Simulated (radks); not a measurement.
The numbers below are computed, except where a source is named.
The strontium ion Sr2+ inside a hard spherical wall (all orbitals vanish at R), configuration held at [Kr] and not refilled when levels cross. Level of theory: scalar-relativistic Kohn-Sham, PBEsol, spin-polarised, spherical densities, finite nucleus; Fermi nuclear charge, rms radius 4.224 fm (a radial shooting solver on a logarithmic mesh with Libxc functionals). Eigenvalues in eV for spin up, with the zero of energy where the potential of the charges vanishes at infinity; a dash marks a level that is unbound or too diffuse for the functional's potential to be trusted. A positive occupied level is held by the wall or, in an anion where self-interaction has pushed it up, behind a barrier. The pressure on the wall is -dE/dV.

R (bohr)  E (hartree)  kinetic (hartree)    e(3p)    e(3d)    e(4s)    e(4p)  e(5s, empty)  e(4d, empty)  pressure (GPa)
free      -3176.92627           3257.571  -269.95  -142.06  -54.706  -36.506       -13.428       -13.217               0
20        -3176.92627           3257.571  -269.95  -142.06  -54.706  -36.506       -13.428       -13.217        < 0.0001
15        -3176.92627           3257.571  -269.95  -142.06  -54.706  -36.506       -13.428       -13.217        < 0.0001
12        -3176.92627           3257.571  -269.95  -142.06  -54.706  -36.506       -13.428       -13.217        < 0.0001
8         -3176.92627           3257.571  -269.95  -142.06  -54.706  -36.506       -13.377       -13.209        < 0.0001
7         -3176.92627           3257.571  -269.95  -142.06  -54.706  -36.505       -13.228       -13.182        0.000968
6         -3176.92615           3257.573  -269.94  -142.06  -54.701  -36.500       -12.698       -13.072          0.0234
3         -3176.48655           3260.546  -263.98  -136.13  -50.265  -31.345        20.806        -2.577             296
